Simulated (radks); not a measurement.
Ionisation ladder of tin, from Sn22+ to Sn43+. Each ion is in the ground configuration listed by NIST, and IE = E(next ion) - E(this ion). Method: Dirac Kohn-Sham, relativistic LDA (MacDonald-Vosko exchange, VWN5 correlation), spin-unpolarised, spherical densities, finite nucleus; open shells fill j = l - 1/2 first; Fermi nuclear charge, rms radius 4.6519 fm; computed with a radial shooting solver on a logarithmic mesh with Libxc functionals.

species,configuration,E (hartree),"IE, Delta-SCF (eV)",-e(HOMO) (eV),HOMO,<r> HOMO (bohr),"IE, NIST (eV)",kind,error (eV)
Sn22+,[Ar] 3d10,-5950.20962,1127.5,1092.0,3d5/2,0.306,1127,theory,+0.5
Sn23+,[Ar] 3d9,-5908.77372,1199.6,1163.3,3d5/2,0.302,1195,theory,+4.6
Sn24+,[Ar] 3d8,-5864.68894,1273.3,1236.2,3d5/2,0.298,1269,theory,+4.3
Sn25+,[Ar] 3d7,-5817.89733,1348.5,1310.6,3d5/2,0.294,1347,theory,+1.5
Sn26+,[Ar] 3d6,-5768.34172,1425.2,1386.6,3d5/2,0.290,1421,theory,+4.2
Sn27+,[Ar] 3d5,-5715.96571,1503.5,1464.1,3d5/2,0.286,1508,theory,-4.5
Sn28+,[Ar] 3d4,-5660.71371,1594.7,1554.3,3d3/2,0.279,1596,theory,-1.3
Sn29+,[Ar] 3d3,-5602.10777,1676.7,1635.5,3d3/2,0.276,1676,theory,+0.7
Sn30+,[Ar] 3d2,-5540.49097,1760.1,1718.1,3d3/2,0.272,1763,theory,-2.9
Sn31+,[Ar] 3d1,-5475.80974,1844.9,1802.2,3d3/2,0.269,1844,theory,+0.9
Sn32+,[Ar],-5408.01182,2076.2,2038.3,3p3/2,0.304,2074,semi-emp.,+2.2
Sn33+,[Ne] 3s2 3p5,-5331.71444,2152.3,2114.1,3p3/2,0.301,2142,semi-emp.,+10.2
Sn34+,[Ne] 3s2 3p4,-5252.62068,2229.0,2190.5,3p3/2,0.299,2227,semi-emp.,+2.0
Sn35+,[Ne] 3s2 3p3,-5170.70718,2306.3,2267.5,3p3/2,0.297,2326,semi-emp.,-19.7
Sn36+,[Ne] 3s2 3p2,-5085.95377,2443.6,2403.6,3p1/2,0.287,2443,semi-emp.,+0.6
Sn37+,[Ne] 3s2 3p1,-4996.15291,2523.7,2483.6,3p1/2,0.285,2499,semi-emp.,+24.7
Sn38+,[Ne] 3s2,-4903.40995,2687.2,2649.8,3s1/2,0.298,2687,semi-emp.,+0.2
Sn39+,[Ne] 3s1,-4804.65816,2759.3,2724.2,3s1/2,0.296,2762.5,semi-emp.,-3.2
Sn40+,[Ne],-4703.25433,6411.7,6304.7,2p3/2,0.109,6421,semi-emp.,-9.3
Sn41+,[He] 2s2 2p5,-4467.62823,6627.3,6519.2,2p3/2,0.108,6631,semi-emp.,-3.7
Sn42+,[He] 2s2 2p4,-4224.07867,6845.0,6735.8,2p3/2,0.107,6859,semi-emp.,-14.0
Sn43+,[He] 2s2 2p3,-3972.52972,7064.4,6954.4,2p3/2,0.106,7080,semi-emp.,-15.6

Reference values: NIST Atomic Spectra Database (exp. = measured, semi-emp. = semi-empirical, theory = theoretical value adopted there). The ionisation energy per charge of the ion left behind rises most, in proportion, at Sn40+ ([Ne]), from 68.983 to 156.38 eV. Against the entries that are not theoretical the mean signed error is 0.0 % and the largest +1.0 %. Spin polarisation and multiplet splitting are left out, so open shells lie too high by an amount that depends on their filling.

Beside tabulated values, note that spin-unpolarised runs miss the spin-polarisation part of the exchange energy of open shells.
